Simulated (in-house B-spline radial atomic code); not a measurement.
The numbers below are computed, except where a source is named.
## the antimony ion Sb⁵⁺ at several levels of theory

Ground configuration [Kr] 4d10. All numbers come from an all-electron radial atomic-structure program (B-spline basis), all electrons, at the radial basis limit. Mean-field, RPA, GW and linear-response runs are scalar-relativistic (one-electron X2C), no spin-orbit coupling, without Breit or QED terms, open shells spin-polarised at highest spin; the many-body runs on Dirac-Hartree-Fock orbitals are four-component, and their energies hold both.

**Ionisation energy.** The reference is 99.51 ± 0.05 eV (NIST, measured). It runs between the lowest fine-structure levels, while the runs without spin-orbit coupling give shell averages, so part of their difference is this splitting, and a close match can be a cancellation.

```tsv
method	value (eV)	minus reference (eV)
minus the highest LDA VWN5 level	89.85	-9.66
minus the highest PBE level	89.64	-9.87
G0W0 on PBE	100.06	+0.55
minus the highest r2SCAN level	90.31	-9.20
minus the highest PBE0 level	92.63	-6.88
G0W0 on PBE0	100.13	+0.62
minus the highest B3LYP (VWN-RPA) level	92.04	-7.47
minus the highest CAM-B3LYP level	94.01	-5.50
minus the highest LC-wPBE level	95.07	-4.44
minus the highest Hartree-Fock level	100.18	+0.67
G0W0 on Hartree-Fock	100.42	+0.91
Dirac-Fock + self-energy with TDHF screening (4d5/2)	99.44	-0.07
```

Q: Which methods come closest, and which lies farthest off?

A: Closest: Dirac-Fock + self-energy with TDHF screening (4d5/2) (-0.07 eV) and G0W0 on PBE (+0.55 eV). Farthest: minus the highest PBE level (-9.87 eV). The TDHF-screened form was chosen among four for its agreement on 13 closed-shell atoms.

**Static dipole polarisability and C6** of two like species, by linear response (no reference value is at hand):

| method | α (bohr³) | C6 (hartree·bohr⁶) |
| --- | --- | --- |
| LDA VWN5 | 1.775 | 6.127 |
| PBE | 1.768 | 6.099 |
| PBE0 | 1.738 | 5.976 |
| B3LYP (VWN-RPA) | 1.755 | 6.042 |
| CAM-B3LYP | 1.756 | 6.046 |
| LC-wPBE | 1.754 | 6.047 |
| TDHF | 1.679 | 5.737 |
| relativistic RPA (four-component TDHF) | 1.68 | 5.744 |

Q: What mean excitation energy do α and C6 imply in London's formula C6 = (3/4) α² ω?

A: LDA VWN5: ω = 2.593 hartree; relativistic RPA (four-component TDHF): ω = 2.714 hartree. A method that puts the excitations lower gives a larger α and a smaller ω.

Run times on one thread of shared hosts: mean field, RPA, SOSEX and G0W0 on PBE, 4.6 s (Arm Neoverse N1); TDDFT with PBE, 3.2 s (Intel Xeon Platinum 8259CL CPU @ 2.50GHz (Skylake/Cascade Lake)); removal energies by the self-energy, 100 s (Arm Neoverse N1).
